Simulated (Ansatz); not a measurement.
Relaxing a trial structure of GeH2NSi

The starting geometry of this gas-phase doublet was optimised with GFN2-xTB.

```yaml
atoms:
  - { symbol: Ge, position_ang: [-0.8582, 2.3443, 1.1365] }
  - { symbol: N, position_ang: [-0.6383, 1.0142, 0.1078] }
  - { symbol: Si, position_ang: [-0.4279, -0.3222, -0.8421] }
  - { symbol: H, position_ang: [-1.5294, -0.8511, -1.6236] }
  - { symbol: H, position_ang: [0.9017, -0.8449, -1.0936] }
```

Where would you expect an optimisation with PBE0-D3(BJ)/def2-SVP to take it?

It keeps its bonds, and is `[SiH2-][N+]#[Ge]`.

The energy falls by 0.16 eV over 12 steps:

```json
{"step": "1", "E − E(last) (eV)": "0.163"}
{"step": "2", "E − E(last) (eV)": "0.115"}
{"step": "3", "E − E(last) (eV)": "0.090"}
{"step": "5", "E − E(last) (eV)": "0.006"}
{"step": "6", "E − E(last) (eV)": "0.001"}
{"step": "7", "E − E(last) (eV)": "0.001"}
{"step": "8", "E − E(last) (eV)": "0.000"}
{"step": "10", "E − E(last) (eV)": "0.000"}
{"step": "11", "E − E(last) (eV)": "0.000"}
{"step": "12", "E − E(last) (eV)": "0.000"}
```

Final geometry (Å):

| atom | x (Å) | y (Å) | z (Å) |
| --- | --- | --- | --- |
| Ge | -0.8431 | 2.3732 | 1.0538 |
| N | -0.6420 | 0.9845 | 0.1383 |
| Si | -0.4717 | -0.5168 | -0.6362 |
| H | -1.5023 | -0.7518 | -1.6973 |
| H | 0.9070 | -0.7488 | -1.1734 |

Frequencies at the end are all real (lowest 147 cm⁻¹). Open shells are spin-unrestricted. Run with Ansatz 0.2.0, 54 s on 1 thread of Arm Neoverse V1, on a shared host.
